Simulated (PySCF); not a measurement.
Core-level binding energies of AlH2Br

Compound: AlH2Br.
Z-matrix (Å and degrees, PBE0-D3(BJ)/def2-SVP geometry), rows numbered from 1:
```
Al
H   1  1.5800
H   1  1.5805  2  124.43
Br  1  2.2616  2  117.60  3  -179.85
```

Method: delta-SCF UKS SCAN, pcX-2 on the ionised atom, pcseg-1 elsewhere, spin-free X2C in PySCF 2.14.0. Binding energies are ΔSCF values: E(core-ionised, relaxed orbitals) − E(ground state) at a fixed geometry, referred to the vacuum level.

Question: What binding energy does each computed site have?

Answer: 
```
atom(s)                     environment  level  binding energy (eV)  count
    Al1  aluminium bonded to Br and 2 H  Al 1s              1568.19      1
```

Question: Give the binding energy of Al 1s of Al1 in hartree and in kJ/mol.

Answer: 1568.19 eV = 57.6299 Eh = 151307 kJ/mol.

Question: Which photon energy gives electrons from Al 1s of Al1 a kinetic energy of 200 eV, and what is their de Broglie wavelength?

Answer: hν = 1568.19 + 200 = 1768.19 eV, recoil neglected; λ = 12.264 Å/√(E/eV) = 0.87 Å.

No level of bromine is listed. Isolated species at its PBE0-D3(BJ)/def2-SVP geometry, gas phase.
